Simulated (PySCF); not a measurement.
Vibration and rotation of AsN⁺

ROHF-CCSD(T) constants of AsN⁺, ²Σ⁺ (doublet), unpaired electrons σ ↑ (PySCF, no relativity, basis sets As def2-TZVPPD, N def2-TZVPPD; masses 74.9216 and 14.0031 u):

* ωe: 1026.5 cm⁻¹
* ωexe: 6.14 cm⁻¹
* Be: 0.53955 cm⁻¹
* αe: 0.00394 cm⁻¹
* D (centrifugal): 5.96e-07 cm⁻¹
* De to As⁺ + N: 3.42 eV

**Question.** Give the vibrational terms G(v) and spacings up to v = 6.

**Answer.** G(v) = ωe(v+½) − ωexe(v+½)².

| v | G(v) (cm⁻¹) | G(v) − G(v−1) | Bv (cm⁻¹) |
| --- | --- | --- | --- |
| 0 | 511.7 |  | 0.5376 |
| 1 | 1525.9 | 1014.2 | 0.5336 |
| 2 | 2527.9 | 1001.9 | 0.5297 |
| 3 | 3517.5 | 989.7 | 0.5258 |
| 4 | 4494.9 | 977.4 | 0.5218 |
| 5 | 5460.0 | 965.1 | 0.5179 |
| 6 | 6412.8 | 952.8 | 0.5139 |

**Question.** How well does the Morse estimate ωe²/(4ωexe) reproduce De, and what is D0?

**Answer.** It gives 5.32 eV, 156 % of the computed De. D0 = De − G(0) = 3.42 − 0.06 = 3.36 eV.

Correlated steps freeze 10 core orbitals. Spin–orbit coupling is left out. For an ion De counts to the pair picked by the measured ionisation energies or electron affinities, which need not be the lowest pair at this level. The state was picked by a PBE0 search and need not be the measured ground state.
